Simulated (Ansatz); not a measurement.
Reaction (redistribution): `CC1=CC(C)=[O+][Zn-]([Cl])[O]1` + `[OH][Sn][Cl]` → `[Cl][Zn][Cl]` + `CC1=CC(C)=[O+][Sn-]([OH])[O]1`

Gas-phase electronic energies from Ansatz, PBE0-D4/def2-TZVP geometries. CBS: MP2 limit from def2 TZ/QZ plus the TZ coupled-cluster correction, frozen cores. Elements past krypton have def2 core potentials. For Sn, Zn outer-core shells are correlated without core-valence functions, which leaves a few kJ/mol of doubt a bond. Scalar relativity is left out up to krypton. One conformer a species, not always the lowest.

| species | SCS-MP2/def2-QZVPP energy (Eh) |
| --- | --- |
| `CC1=CC(C)=[O+][Zn-]([Cl])[O]1` | -2582.81770 |
| `[OH][Sn][Cl]` | -749.37394 |
| `[Cl][Zn][Cl]` | -2697.90209 |
| `CC1=CC(C)=[O+][Sn-]([OH])[O]1` | -634.29221 |

Q: Work out ΔE.

A: ΔE = (-2697.90209) + (-634.29221) − (-2582.81770) − (-749.37394) = -0.00266 Eh = -7.0 kJ/mol. CCSD(T)/CBS gives -7.1 kJ/mol.

Largest T1 diagnostic among the species: 0.017.

The D4 term adds −6.1 kJ/mol with B3LYP and −3.6 kJ/mol with PBE0; it sums over pairs of atoms, weighted by their polarisabilities, and B3LYP, whose exchange is more repulsive, gets the larger term. Leaving LDA and LC-ωPBE aside and taking each functional with its dispersion term where it has one, the values, not all of them listed here, spread over 7.6 kJ/mol, from ωB97M-V to r2SCAN0-D4.

B3LYP here is the variant with VWN-RPA as its local correlation; programs differ in this.
